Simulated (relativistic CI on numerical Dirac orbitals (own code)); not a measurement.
# Slater and spin-orbit integrals, Pb¹⁵⁺

Method of calculation: Dirac-Coulomb-Breit CI, orbitals from a KLI potential per configuration, model QED, unscaled Slater integrals (own radial code, finite nucleus).

Slater integrals F^k, G^k are unscaled and averaged over j, outside the closed core [Kr] 4d10; ζ comes from projecting the Hamiltonian with its Breit term on Σ l·s of the shell.

- 4f14 5s2 5p5: ζ(5p) = 147300 cm⁻¹; <r>(5p) = 0.8854, <r^2>(5p) = 0.8756 (bohr units).
- 4f14 5s2 5p4 5d: F^2(5p,5p) = 120620, ζ(5p) = 148080, F^2(5p,5d) = 109650, G^1(5p,5d) = 135520, G^3(5p,5d) = 86321, ζ(5d) = 14444 cm⁻¹; <r>(5p) = 0.8841, <r^2>(5p) = 0.8732, <r>(5d) = 1.007, <r^2>(5d) = 1.138 (bohr units).
- 4f13 5s2 5p6: ζ(4f) = 11333 cm⁻¹; <r>(4f) = 0.4376, <r^2>(4f) = 0.2261 (bohr units).

In this model ζ of a weakly bound d, f or g electron outside closed shells comes out too small, for d by up to a factor of two or three and at times with the wrong sign; that of an outer p electron is too small as well.

Averages of the first 10 configurations, taken without configuration mixing, which lowers the lowest level and can move excited configurations by several eV; other configurations of the list can lie among them:

```tsv
Configuration	Parity	States	Average energy above the lowest level (eV)
4f14 5s2 5p5	odd	6	10.0
4f14 5s 5p6	even	2	80.2
4f14 5s2 5p4 5d	even	150	92.2
4f13 5s2 5p6	odd	14	84.7
4f14 5s 5p5 5d	odd	120	160.4
4f14 5s2 5p4 5f	odd	210	175.9
4f14 5s2 5p4 5g	even	270	235.7
4f14 5s 5p5 5f	even	168	244.6
4f14 5s2 5p4 6s	even	30	153.5
4f13 5s2 5p5 5d	even	840	167.6
```
